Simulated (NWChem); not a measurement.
System: NbOCl₃; SMILES [Nb](=[O])([Cl])([Cl])[Cl]

Here is an NWChem input.

```
start job
memory heap 200 mb stack 900 mb global 1100 mb
geometry units angstroms noautoz
  Nb     0.000000     0.000000     0.204047
  O      0.000000     0.000000     1.876580
  Cl     0.671016     2.070667    -0.482990
  Cl     1.457742    -1.616451    -0.482990
  Cl    -2.128759    -0.454217    -0.482990
end
basis spherical
  * library def2-svp
end
ecp
  Nb library def2-ecp
end
dft
  xc xpbe96 cpbe96
  iterations 150
  mulliken
end
task dft energy
```

Excerpt of the output:

```
             Northwest Computational Chemistry Package (NWChem) 7.3.0
             --------------------------------------------------------

 C3  symmetry detected

                             Geometry "geometry" -> ""
                             -------------------------

 Output coordinates in angstroms (scale by  1.889725989 to convert to a.u.)

  No.       Tag          Charge          X              Y              Z
 ---- ---------------- ---------- -------------- -------------- --------------
    1 Nb                  41.0000     0.00000000     0.00000000     0.21658623
    2 O                    8.0000     0.00000000     0.00000000     1.88911923
    3 Cl                  17.0000    -1.21743601     1.80437676    -0.47045077
    4 Cl                  17.0000     2.17135412     0.15214213    -0.47045077
    5 Cl                  17.0000    -0.95391811    -1.95651890    -0.47045077

 Effective nuclear repulsion energy (a.u.)     777.4983280207

      Symmetry information
      --------------------

 Group name             C3
 Group number              5
 Group order               3
 No. of unique centers     3

 Summary of "ao basis" -> "ao basis" (spherical)
 ------------------------------------------------------------------------------
       Tag                 Description            Shells   Functions and Types
 ---------------- ------------------------------  ------  ---------------------
 Nb                         def2-svp                11       31   5s3p2d1f
 O                          def2-svp                 6       14   3s2p1d
 Cl                         def2-svp                 8       18   4s3p1d

      Symmetry analysis of basis
      --------------------------

        a          37
        e+         31
        e-         31

  Rotation of axis

            General Information
            -------------------
          SCF calculation type: DFT
          Wavefunction type:  closed shell.
          No. of atoms     :     5
          No. of electrons :    72
           Alpha electrons :    36
            Beta electrons :    36
          Charge           :     0
          Spin multiplicity:     1
          Use of symmetry is: on ; symmetry adaption is: on
          Maximum number of iterations: 150
          AO basis - number of functions:    99
                     number of shells:    41
          Convergence on energy requested:  1.00D-06
          Convergence on density requested:  1.00D-05
          Convergence on gradient requested:  5.00D-04

              XC Information
              --------------
          PerdewBurkeErnzerhof Exchange Functional  1.000
            Perdew 1991 LDA Correlation Functional  1.000 local
           PerdewBurkeErnz. Correlation Functional  1.000 non-local

             Grid Information
             ----------------
          Grid used for XC integration:  medium
          Radial quadrature: Mura-Knowles
          Angular quadrature: Lebedev.
          Tag              B.-S. Rad. Rad. Pts. Rad. Cut. Ang. Pts.
          ---              ---------- --------- --------- ---------
          Nb                  1.45      123           8.0       590
          O                   0.60       49           8.0       434
          Cl                  1.00       88          10.0       590
          Grid pruning is: on
          Number of quadrature shells:   260
          Spatial weights used:  Erf1

      Superposition of Atomic Density Guess
      -------------------------------------

 Sum of atomic energies:       -1517.41344844

      Non-variational initial energy
      ------------------------------

 Total energy =   -1509.248458
 1-e energy   =   -2851.199435
 2-e energy   =     966.389235
 HOMO         =      -0.449783
 LUMO         =      -0.003648

      Symmetry analysis of molecular orbitals - initial
      -------------------------------------------------

  Numbering of irreducible representations:

     1 a           2 e+          3 e-

  Orbital symmetries:

     1 a           2 e+          3 e+          4 a           5 a
     6 e+          7 e+          8 a           9 e+         10 e+
    11 e+         12 e+         13 a          14 e+         15 e+
    16 a          17 a          18 a          19 e+         20 e+
    21 a          22 a          23 e+         24 e+         25 e+
    26 e+         27 a          28 a          29 e+         30 e+
    31 e+         32 e+         33 a          34 e+         35 e+
    36 a          37 e+         38 e+         39 a          40 e+
    41 e+         42 a          43 e+         44 e+         45 a
    46 a

     ---------------------------------------------
      Total Density - Mulliken Population Analysis
     ---------------------------------------------

    Atom       Charge   Shell Charges
 -----------   ------   -------------------------------------------------------
    1 Nb  13    10.40  -0.33  1.61  0.75  0.30  0.04  5.91  0.31  0.12  1.29  0.32  0.08
    2 O    8     9.12   1.99  1.17  0.73  3.25  1.97  0.01
    3 Cl  17    17.50   2.00  1.99  1.23  0.72  5.94  2.20  3.41  0.01
    4 Cl  17    17.50   2.00  1.99  1.23  0.72  5.94  2.20  3.41  0.01
    5 Cl  17    17.50   2.00  1.99  1.23  0.72  5.94  2.20  3.41  0.01

   convergence    iter        energy       DeltaE   RMS-Dens  Diis-err
 ---------------- ----- ----------------- --------- --------- ---------
 d= 0,ls=0.0,diis     1  -1511.4697427050 -1.89D+03  5.82D-02  3.57D+00
 d= 0,ls=0.0,diis     2  -1501.0333383162  1.04D+01  4.96D-02  6.20D+01
 d= 0,ls=0.0,diis     3  -1511.9347802431 -1.09D+01  1.21D-02  2.76D-01
 d= 0,ls=0.0,diis     4  -1511.7304544543  2.04D-01  8.14D-03  2.04D+00
 d= 0,ls=0.0,diis     5  -1511.9706834656 -2.40D-01  5.48D-04  3.99D-02
  Resetting Diis
 d= 0,ls=0.0,diis     6  -1511.9725064373 -1.82D-03  3.72D-04  2.39D-02
 d= 0,ls=0.0,diis     7  -1511.9743063644 -1.80D-03  1.93D-03  5.84D-03
 d= 0,ls=0.0,diis     8  -1511.9620043503  1.23D-02  1.58D-03  1.27D-01
 d= 0,ls=0.0,diis     9  -1511.9748850964 -1.29D-02  1.12D-04  1.04D-04
 d= 0,ls=0.0,diis    10  -1511.9748946586 -9.56D-06  4.83D-05  3.43D-05
 d= 0,ls=0.0,diis    11  -1511.9748995426 -4.88D-06  6.97D-06  1.81D-06
 d= 0,ls=0.0,diis    12  -1511.9748997420 -1.99D-07  1.71D-06  1.06D-07

         Total DFT energy =    -1511.974899742017
      One electron energy =    -2853.611188844308
           Coulomb energy =     1065.625410417563
    Exchange-Corr. energy =      -99.550863471672
 Nuclear repulsion energy =      375.561742156401

 Numeric. integr. density =       71.999997701617

                  Occupations of the irreducible representations
                  ----------------------------------------------

                     irrep           alpha         beta
                     --------     --------     --------
                     a                14.0         14.0
                     e+               22.0         22.0
                     e-                0.0          0.0

                       DFT Final Molecular Orbital Analysis
                       ------------------------------------

 Vector   34  Occ=2.000000D+00  E=-3.108205D-01  Symmetry=a
              MO Center=  5.6D-14, -1.2D-13, -4.6D-01, r^2= 5.8D+00
   Bfn.  Coefficient  Atom+Function         Bfn.  Coefficient  Atom+Function
  ----- ------------  ---------------      ----- ------------  ---------------
    75      0.378333  4 Cl py                92      0.340899  5 Cl px
    56     -0.314392  3 Cl px                72      0.283828  4 Cl py
    89      0.255745  5 Cl px                53     -0.235859  3 Cl px
    57     -0.212122  3 Cl py                93     -0.166211  5 Cl py
    69      0.164677  4 Cl py                54     -0.159136  3 Cl py

 Vector   35  Occ=2.000000D+00  E=-3.059589D-01  Symmetry=e+
              MO Center= -8.2D-02, -7.9D-01,  3.2D-02, r^2= 4.9D+00
   Bfn.  Coefficient  Atom+Function         Bfn.  Coefficient  Atom+Function
  ----- ------------  ---------------      ----- ------------  ---------------
    94      0.421751  5 Cl pz                91      0.318687  5 Cl pz
    76     -0.275624  4 Cl pz                36      0.249268  2 O  py
    73     -0.208269  4 Cl pz                88      0.184596  5 Cl pz
    35      0.181401  2 O  px                39      0.175674  2 O  py
    93     -0.157114  5 Cl py                58     -0.146127  3 Cl pz

 Vector   36  Occ=2.000000D+00  E=-3.059589D-01  Symmetry=e+
              MO Center=  8.2D-02,  7.9D-01,  3.2D-02, r^2= 4.9D+00
   Bfn.  Coefficient  Atom+Function         Bfn.  Coefficient  Atom+Function
  ----- ------------  ---------------      ----- ------------  ---------------
    58      0.402630  3 Cl pz                76     -0.327865  4 Cl pz
    55      0.304238  3 Cl pz                35      0.249268  2 O  px
    73     -0.247744  4 Cl pz                36     -0.181401  2 O  py
    38      0.175674  2 O  px                52      0.176227  3 Cl pz
    74     -0.144767  4 Cl px                70     -0.143503  4 Cl pz

 Vector   37  Occ=0.000000D+00  E=-1.448057D-01  Symmetry=e+
              MO Center= -1.7D-01, -3.4D-02,  5.2D-02, r^2= 2.7D+00
   Bfn.  Coefficient  Atom+Function         Bfn.  Coefficient  Atom+Function
  ----- ------------  ---------------      ----- ------------  ---------------
    19      0.752195  1 Nb d  2              18     -0.317331  1 Nb d  1
    92      0.261308  5 Cl px                56      0.244380  3 Cl px
    24      0.202363  1 Nb d  2              76     -0.176864  4 Cl pz
    89      0.158067  5 Cl px                15      0.155204  1 Nb d -2
    53      0.145460  3 Cl px                74      0.143707  4 Cl px

 Vector   38  Occ=0.000000D+00  E=-1.448057D-01  Symmetry=e+
              MO Center=  1.7D-01,  3.4D-02,  5.2D-02, r^2= 2.7D+00
   Bfn.  Coefficient  Atom+Function         Bfn.  Coefficient  Atom+Function
  ----- ------------  ---------------      ----- ------------  ---------------
    15      0.752195  1 Nb d -2              16     -0.317331  1 Nb d -1
    75     -0.289223  4 Cl py                20      0.202363  1 Nb d -2
    57     -0.188550  3 Cl py                72     -0.178858  4 Cl py
    93     -0.171622  5 Cl py                94     -0.158798  5 Cl pz
    19     -0.155204  1 Nb d  2              58      0.147539  3 Cl pz

 Vector   39  Occ=0.000000D+00  E=-8.405300D-02  Symmetry=e+
              MO Center=  1.1D-01, -2.6D-02,  4.5D-01, r^2= 2.4D+00
   Bfn.  Coefficient  Atom+Function         Bfn.  Coefficient  Atom+Function
  ----- ------------  ---------------      ----- ------------  ---------------
    18      0.785281  1 Nb d  1              35      0.331903  2 O  px
    19      0.310634  1 Nb d  2              38      0.308229  2 O  px
    74      0.301751  4 Cl px                67     -0.227960  4 Cl s
    23      0.191668  1 Nb d  1              16     -0.176784  1 Nb d -1
    93      0.159290  5 Cl py                24      0.150981  1 Nb d  2

     ---------------------------------------------
      Total Density - Mulliken Population Analysis
     ---------------------------------------------

    Atom       Charge   Shell Charges
 -----------   ------   -------------------------------------------------------
    1 Nb  13    12.34  -0.34  1.69  0.70  0.31 -0.03  5.95  0.46  0.19  2.79  0.54  0.10
    2 O    8     8.21   1.99  1.14  0.74  2.75  1.57  0.01
    3 Cl  17    17.15   2.00  1.98  1.29  0.67  5.93  2.15  3.11  0.02
    4 Cl  17    17.15   2.00  1.98  1.29  0.67  5.93  2.15  3.11  0.02
    5 Cl  17    17.15   2.00  1.98  1.29  0.67  5.93  2.15  3.11  0.02

     -------------------------------------------
      Total Density - Lowdin Population Analysis
     -------------------------------------------

    Atom       Charge   Shell Charges
 -----------   ------   -------------------------------------------------------
    1 Nb  13    13.60   0.01  1.04  0.87  0.35  0.14  5.53  1.03  0.46  2.57  1.44  0.17
    2 O    8     8.03   1.98  0.98  0.67  2.62  1.76  0.02
    3 Cl  17    16.79   2.00  1.96  1.03  0.73  5.82  2.26  2.98  0.02
    4 Cl  17    16.79   2.00  1.96  1.03  0.73  5.82  2.26  2.98  0.02
    5 Cl  17    16.79   2.00  1.96  1.03  0.73  5.82  2.26  2.98  0.02

     Multipole analysis of the density
     ---------------------------------

     L   x y z        total         alpha         beta         nuclear
     -   - - -        -----         -----         ----         -------
     0   0 0 0     -0.000000    -36.000000    -36.000000     72.000000

     1   1 0 0      0.000000      0.000000      0.000000     -0.000000
     1   0 1 0      0.000000      0.000000      0.000000      0.000000
     1   0 0 1     -0.404101      5.527990      5.527990    -11.460082

     2   2 0 0    -48.681723   -240.063699   -240.063699    431.445675
     2   1 1 0      0.000000      0.000000      0.000000      0.000000
     2   1 0 1     -0.000000     -0.000000     -0.000000      0.000000
     2   0 2 0    -48.681723   -240.063699   -240.063699    431.445675
     2   0 1 1      0.000000      0.000000      0.000000     -0.000000
     2   0 0 2    -50.565907    -97.503295    -97.503295    144.440684
```

Level: PBE/def2-SVP with def2 effective core potentials on Nb. The geometry was optimised at PBE0/def2-SVP. def2 effective core potentials on Nb; no spin-orbit coupling.
